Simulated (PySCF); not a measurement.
**Molecular orbitals of PmB**

PBE0 at R = 2.329 Å; basis Pm x2c-SVPall, B x2c-SVPall; spin-free X2C with a Gaussian nucleus; PySCF 2.14. State: nonet, about 4.7 electrons in the 4f shell (Mulliken), real f orbitals that mix terms. Only the outer orbitals are listed, counted within each symmetry.

| spin | orbital | occ. | ε (eV) | on Pm (%) | main shells (%) |
| --- | --- | --- | --- | --- | --- |
| α | 1φ | 1 | -6.81 | 100 | 100 Pm f |
| α | 3δ | 1 | -6.69 | 99 | 98 Pm f |
| α | 3δ | 1 | -6.09 | 100 | 100 Pm f |
| α | 7π | 1 | -5.76 | 96 | 96 Pm f |
| α | 14σ | 1 | -4.59 | 72 | 58 Pm f, 26 B p, 11 Pm d |
| α | 7π | 1 | -4.55 | 41 | 58 B p, 36 Pm d |
| α | 8π | 1 | -4.42 | 46 | 54 B p, 40 Pm d |
| α | 15σ | 1 | -4.08 | 79 | 55 Pm s, 19 B p, 14 Pm f |
| α | 16σ | 0 | -1.85 | 84 | 30 Pm d, 26 Pm f, 26 Pm s |
| α | 4δ | 0 | -0.91 | 100 | 100 Pm d |
| α | 4δ | 0 | -0.90 | 100 | 100 Pm d |
| β | 13σ | 1 | -7.36 | 22 | 77 B s, 9 Pm d, 8 Pm s |
| β | 14σ | 0 | -1.54 | 93 | 73 Pm s, 13 Pm p |
| β | 7π | 0 | -0.93 | 56 | 51 Pm d, 44 B p |
| β | 7π | 0 | -0.85 | 53 | 48 Pm d, 47 B p |

Which are the highest filled and the lowest empty level, where do they sit, and how wide is the gap?

Highest filled α 15σ at -4.08 eV (in %: 55 Pm s, 19 B p, 14 Pm f); lowest empty α 16σ at -1.85 eV (in %: 30 Pm d, 26 Pm f, 26 Pm s); the gap at PBE0 is 2.23 eV.

```
bond order (Mayer)                              : 1.95
⟨S²⟩                                            : 20.005
charge on Pm (Mulliken, basis-dependent)        : 0.32
charge on Pm (Löwdin, basis-dependent)          : 0.15
dipole moment (positive dipole means Pm(−)B(+)) : -5.06 D
polarisability along the bond                   : 200.1 bohr³
polarisability across the bond                  : 111.5 bohr³
```

Spin–orbit coupling is left out. With d or f electrons several states lie close, and the lowest PBE0 determinant need not be the measured ground state.
